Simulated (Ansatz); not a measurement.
# Ligand exchange: Si(CH3)3Cl + Cd(CH3)(NH2) → Si(CH3)3(NH2) + Cd(CH3)Cl

Species: Si(CH3)3Cl (chlorotrimethylsilane), singlet; Cd(CH3)(NH2), singlet; Si(CH3)3(NH2), singlet; Cd(CH3)Cl, singlet. The partners trade Cl for NH2: Si–Cl and Cd–NH2 bonds give way to Si–NH2 and Cd–Cl.

Shapes, held fixed at every level: PBE0-D4/def2-TZVP. Flexible molecules stand in one conformer, not always the lowest. Programs: Ansatz 0.2.0. Electronic energies: no zero-point or thermal term.

```json
{"level": "HF/def2-TZVPP", "kind": "Hartree–Fock", "ΔE (kJ/mol)": "-112.3", "less CCSD(T)/def2-TZVPP": "-34.8"}
{"level": "SPW92/def2-TZVPP", "kind": "LDA", "ΔE (kJ/mol)": "-70.5", "less CCSD(T)/def2-TZVPP": "+7.0"}
{"level": "PBE0-D4/def2-TZVPP", "kind": "global hybrid", "ΔE (kJ/mol)": "-81.1", "less CCSD(T)/def2-TZVPP": "-3.6"}
{"level": "MP2/def2-TZVPP", "kind": "perturbation theory", "ΔE (kJ/mol)": "-71.1", "less CCSD(T)/def2-TZVPP": "+6.4"}
{"level": "CCSD(T)/def2-SVP", "kind": "coupled cluster or CI", "ΔE (kJ/mol)": "-81.4", "less CCSD(T)/def2-TZVPP": "-3.9"}
{"level": "CCSD/def2-SVP", "kind": "coupled cluster or CI", "ΔE (kJ/mol)": "-85.2", "less CCSD(T)/def2-TZVPP": "-7.7"}
{"level": "CCSD(T)/def2-TZVPP", "kind": "coupled cluster or CI", "ΔE (kJ/mol)": "-77.5", "less CCSD(T)/def2-TZVPP": "0.0"}
```

The highest level, CCSD(T)/def2-TZVPP, gives ΔE = -77.5 kJ/mol; the levels span -112.3 to -70.5. The column of differences is taken from that level and isn't an error. No measured value is set beside it here. For atoms past krypton def2 sets carry core potentials with scalar relativity. Outer-core shells of Cd are correlated, in sets that cover them unevenly.
